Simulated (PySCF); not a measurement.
How methods differ on the ionisation energy of Zr⁺

Zr⁺ [Kr] 4d2 5s1 (4F) → Zr²⁺ [Kr] 4d2 (3F), as a difference of total energies. Calculation: PySCF 2.14, in x2c-TZVPPall; the spin-free X2C one-electron Hamiltonian (Gaussian nucleus). Correlated levels: valence: [Kr] frozen; valence and next inner shell: [Ar] 3d10 frozen. The calculations carry no spin-orbit coupling.

| method | ionisation energy (eV) | plus first-order spin-orbit estimate | error of that sum (eV) |
| --- | --- | --- | --- |
| UHF | 12.285 | 12.275 | -0.855 |
| LDA | 13.627 | 13.618 | +0.488 |
| PBE | 13.383 | 13.374 | +0.244 |
| PBE0 | 13.169 | 13.160 | +0.030 |
| r2SCAN | 13.249 | 13.240 | +0.110 |
| M06-L | 12.300 | 12.291 | -0.839 |
| CAM-B3LYP | 13.144 | 13.135 | +0.005 |
| BHandHLYP | 12.918 | 12.909 | -0.221 |
| BLYP | 13.312 | 13.303 | +0.173 |
| MP2 (valence) | 12.503 | 12.494 | -0.636 |
| SCS-MP2 (valence) | 12.357 | 12.348 | -0.782 |
| MP2 (valence and next inner shell) | 12.987 | 12.978 | -0.152 |
| SCS-MP2 (valence and next inner shell) | 12.772 | 12.763 | -0.367 |

Reference: 13.13 eV (measured; NIST Atomic Spectra Database, ionization energies).

A first-order spin-orbit estimate (lowest level to lowest level, LS coupling) adds -0.009 eV.

Errors of the correlated levels include the incompleteness of this basis and the frozen core.
